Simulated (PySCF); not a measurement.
## Bonding in `N#C[SiH2]CCN[SiH2]F`

Compound: C3H9FN2Si2.
Numbering: `[N:1]#[C:2][SiH2:3][CH2:4][CH2:5][NH:6][SiH2:7][F:8]` (hydrogens: H9, H10 on Si3; H11, H12 on C4; H13, H14 on C5; H15 on N6; H16, H17 on Si7)

Geometry (GFN2-xTB, Å), atoms numbered from 1 in this order:
```
atom  x, y, z in Å
N1    -1.1365    2.8898    1.2510
C2    -1.4241    1.7966    1.0643
Si3   -1.8735    0.0121    0.7308
C4    -1.2627   -0.3402   -1.0387
C5     0.2248   -0.0271   -1.2174
N6     1.0374   -0.7851   -0.3012
Si7    2.2990   -0.1639    0.6682
F8     2.7659   -1.4649    1.4942
H9    -1.2230   -0.7979    1.7575
H10   -3.3376   -0.0670    0.7928
H11   -1.4356   -1.3908   -1.2826
H12   -1.8329    0.2465   -1.7616
H13    0.4029    1.0332   -1.0249
H14    0.5207   -0.2290   -2.2576
H15    0.9966   -1.7781   -0.4756
H16    1.7724    0.7967    1.6251
H17    3.4992    0.2810   -0.0342
```

Bond orders from the PBE0/pcSseg-1 density (PySCF). One conformer (not necessarily the lowest) at the GFN2-xTB geometry, without solvent, vibrations or thermal averaging.

Question: Where do the orders between heavy atoms depart from those drawn in the SMILES?

Answer: The largest departure is 0.193, at C2–Si3 (drawn single, 0.807). Drawn single, order below 0.88: C2–Si3 (0.807).

Question: Give the Mayer order of every bond, beside its length.

Answer: 
```tsv
bond	drawn as	length (Å)	Mayer order
N1–C2	triple	1.146	2.928
C2–Si3	single	1.870	0.807
Si3–C4	single	1.905	0.918
C4–C5	single	1.531	1.036
C5–N6	single	1.440	0.954
N6–Si7	single	1.708	0.990
Si7–F8	single	1.610	0.912
Si3–H9	single	1.461	0.958
Si3–H10	single	1.467	0.951
C4–H11	single	1.092	0.945
C4–H12	single	1.092	0.938
C5–H13	single	1.092	0.941
C5–H14	single	1.100	0.953
N6–H15	single	1.009	0.928
Si7–H16	single	1.455	0.904
Si7–H17	single	1.460	0.887
```

Bonds between the same two heavy elements. C–N: lowest C5–N6 (0.954, 1.440 Å), highest N1–C2 (2.928, 1.146 Å). C–Si: lowest C2–Si3 (0.807, 1.870 Å), highest Si3–C4 (0.918, 1.905 Å); in 1 of the 1 pairs the longer bond (by over 0.003 Å) has the higher order (by 0.02 or more).

Question: Sum the orders of all bonds at each heavy atom with more than one neighbour and set the sums beside the valence in the SMILES.

Answer: C2 3.735 (drawn 4), Si3 3.634 (drawn 4), C4 3.837 (drawn 4), C5 3.884 (drawn 4), N6 2.872 (drawn 3), Si7 3.693 (drawn 4). Orders between atoms that aren't bonded are not in these sums.

Mayer orders depend on the basis set.

These values come from a run that also computed NMR shieldings. Time: 34 s of wall time; peak memory 0.86 GiB. Hardware: Arm Neoverse V2, one thread, no GPU, on a shared host.
